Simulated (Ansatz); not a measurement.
`[C]#C[SiH](F)F` radical at its PBE0-D4/def2-TZVP geometry, where that method's forces vanish. The species carries charge 0 and has multiplicity 2.

```csv
atom,x (Å),y (Å),z (Å)
C1,-0.3621,2.3673,-0.6453
C2,-0.2077,1.2061,-0.3381
Si3,0.1173,-0.5068,0.1542
F4,-0.0341,-1.4378,-1.1129
F5,-0.9697,-0.9470,1.2124
H6,1.4564,-0.6818,0.7299
```

(1) For each bond, give half the difference of the two atoms' forces along it (eV/Å; positive pushes the atoms apart) under PBE-D4, r2SCAN-D4, B3LYP-D4, ωB97M-V in def2-TZVPP. (Estimate.)

Results:

(1) The calculation gave: 
```json
{"bond": "C1–C2", "length (Å)": "1.211", "PBE-D4": "1.15", "r2SCAN-D4": "0.46", "B3LYP-D4": "-0.01", "ωB97M-V": "-0.29"}
{"bond": "C2–Si3", "length (Å)": "1.812", "PBE-D4": "-0.69", "r2SCAN-D4": "-0.28", "B3LYP-D4": "-0.01", "ωB97M-V": "0.20"}
{"bond": "Si3–F4", "length (Å)": "1.580", "PBE-D4": "0.50", "r2SCAN-D4": "0.06", "B3LYP-D4": "0.19", "ωB97M-V": "0.14"}
{"bond": "Si3–F5", "length (Å)": "1.580", "PBE-D4": "0.50", "r2SCAN-D4": "0.06", "B3LYP-D4": "0.19", "ωB97M-V": "0.14"}
{"bond": "Si3–H6", "length (Å)": "1.468", "PBE-D4": "-0.03", "r2SCAN-D4": "-0.04", "B3LYP-D4": "-0.17", "ωB97M-V": "-0.27"}
```

B3LYP here is the variant with VWN-RPA as its local correlation; programs differ in this.

All numbers were calculated with Ansatz.
